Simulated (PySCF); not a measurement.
## Spinor energies of Se³⁺ (selenium, charge +3)

Start: [Ar] 3d10 4s2 4p1; 4p3/2 filled at m_j = +3/2. Calculated with PySCF 2.14 in x2c-SVPall-2c: generalised Hartree-Fock with the X2C-1e Hamiltonian and a Gaussian nucleus; one run each with spin-orbit coupling (SO) screened by Boettger's factors, then bare. This is a chosen level, not necessarily the ground level.

| spinor shell | electrons | ε, screened SO (eV) | ε, bare SO (eV) | weight of nominal j (bare SO) | rms radius, bare SO (bohr) |
| --- | --- | --- | --- | --- | --- |
| 1s1/2 | 2 | -12770.2 | -12770.2 | 1.000 | 0.0508 |
| 2s1/2 | 2 | -1732.4 | -1732.4 | 1.000 | 0.212 |
| 2p1/2 | 2 | -1552.3 | -1554.2 | 1.000 | 0.187 |
| 3s1/2 | 2 | -287.27 | -287.27 | 1.000 | 0.613 |
| 3p1/2 | 2 | -223.56 | -223.85 | 0.999 | 0.629 |
| 3p3/2 | 4 | -217.33 | -217.20 | 1.000 | 0.639 |
| 3d3/2 | 4 | -107.73 | -107.97 | 0.990 | 0.688 |
| 3d5/2 | 6 | -106.80 | -106.65 | 0.993 | 0.694 |
| 4s1/2 | 2 | -53.923 | -53.924 | 1.000 | 1.78 |
| 4p3/2 | 1 | -41.862 | -41.851 | 1.000 | 2.06 |

Question: Where does 2p3/2 lie, and what is the 2p spin-orbit splitting (bare SO)?

Answer: At -1509.0 eV, 45.226 eV above 2p1/2.

```json
{"quantity": "E (hartree)", "screened SO": "-2425.49273", "bare SO": "-2425.50500"}
{"quantity": "M_J", "screened SO": "3/2", "bare SO": "3/2"}
{"quantity": "⟨J²⟩", "screened SO": "3.757", "bare SO": "3.757"}
{"quantity": "⟨L²⟩", "screened SO": "2.008", "bare SO": "2.008"}
{"quantity": "⟨S²⟩", "screened SO": "0.754", "bare SO": "0.755"}
```

Each row is a mean over spinors that exchange with the open shell spreads, by up to 3.115 eV (4s1/2).
